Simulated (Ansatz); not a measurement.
CHClF₄OSn, SMILES `[F][SnH]([Cl])[O]C(F)(F)F`. Charge 0, multiplicity 1. Correlated methods include outer-core shells of Sn, which these sets cover unevenly. Sn takes the def2 core potential.

```xyz
9

F     2.2819    0.7535   -0.8062
Sn    1.1676   -0.7565   -0.5433
Cl    1.5855   -1.5380    1.5590
O    -0.6756   -0.0693   -0.6414
C    -1.2601    0.6620    0.2994
F    -1.9349   -0.0935    1.1738
F    -0.3683    1.3788    1.0129
F    -2.1223    1.5151   -0.2432
H     1.3261   -1.8521   -1.8111
```

Give the diagnostics of a CCSD(T)/def2-TZVPP run (frozen core, Ansatz 0.2.0). (Best estimate.)

The calculation gave: T1 = 0.0130, largest single amplitude 0.029, largest double 0.034, (T) share of the correlation energy 3.2 %, 9 CCSD cycles. The RHF solution is stable towards an unrestricted one. T1 lies under the customary mark of 0.02 for closed shells.
